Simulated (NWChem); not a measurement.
# MoO$_{3}$; SMILES [Mo](=[O])(=[O])=[O]

```xyz
4

Mo     0.0000     0.0000     0.2239
O     -1.0546     1.2012    -0.3250
O     -0.5129    -1.5139    -0.3250
O      1.5675     0.3128    -0.3250
```
Atoms are numbered in this order, from 1.

Level: PBE0/def2-SVP with def2 effective core potentials on Mo (NWChem), optimised geometry, unscaled harmonic frequencies. def2 effective core potentials on Mo; no spin-orbit coupling.

### Question
List the harmonic frequencies with IR intensities, and the thermochemistry.

### Answer
```csv
frequency (cm⁻¹),IR intensity (km/mol)
256,50.2
343,1.8
343,1.8
1007,235.1
1007,235.1
1047,4.8
```

```
Item                                                                                Value
-----------------------------------------------------------------------  ----------------
zero-point energy                                                            5.7 kcal/mol
thermal correction to the enthalpy at 298.15 K (with zero-point energy)      8.9 kcal/mol
heat capacity Cv                                                         12.0 cal/(mol K)
entropy at 298.15 K and 1 atm (symmetry number 3)                        67.8 cal/(mol K)
```

Rigid rotor and harmonic oscillator.
